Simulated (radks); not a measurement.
The numbers below are computed, except where a source is named.
Excited configurations of Sr II: one electron is placed in a higher orbital outside [Kr]. The ground configuration is [Kr] 5s1. Code: a radial shooting solver on a logarithmic mesh with Libxc functionals. Model: scalar-relativistic Kohn-Sham, r2SCAN, spin-unpolarised, spherical densities, finite nucleus; meta-GGA in the generalised Kohn-Sham scheme; Fermi nuclear charge, rms radius 4.224 fm. Excitation = E - E(ground); binding = E(ion) - E, where the ion is the core of charge +2; n* = 2/sqrt(2 binding) in atomic units, and the quantum defect is n - n*.

| outer orbital | excitation (eV) | binding (eV) | n* | quantum defect | eigenvalue (eV) | <r> (bohr) |
|---|---|---|---|---|---|---|
| 4d | 1.810 | 8.620 | 2.513 | 1.487 | -5.190 | 3.078 |
| 4f | 7.128 | 3.301 | 4.061 | -0.061 | -2.335 | 9.148 |
| 5p | 2.834 | 7.595 | 2.677 | 2.323 | -5.842 | 4.993 |
| 6s | 5.321 | 5.108 | 3.264 | 2.736 | -4.058 | 8.138 |
| 6p | 6.401 | 4.029 | 3.676 | 2.324 | -3.200 | 9.782 |
| 6f | 8.881 | 1.548 | 5.929 | 0.071 | -1.212 | 23.81 |
| 7s | 7.391 | 3.038 | 4.232 | 2.768 | -2.443 | 13.71 |
| 7p | 7.912 | 2.517 | 4.650 | 2.350 | -2.031 | 16.06 |
| 7d | 8.588 | 1.842 | 5.436 | 1.564 | -1.460 | 21.19 |

The Delta-SCF ionisation energy is 10.429 eV (NIST Atomic Spectra Database: 11.030 eV, measured). Self-interaction in the functional shifts the binding energies and quantum defects, so they are the method's values and not measured ones. Spin polarisation and multiplet splitting are left out, so open shells lie too high by an amount that depends on their filling.

Beside tabulated values, note that spin-unpolarised runs miss the spin-polarisation part of the exchange energy of open shells.
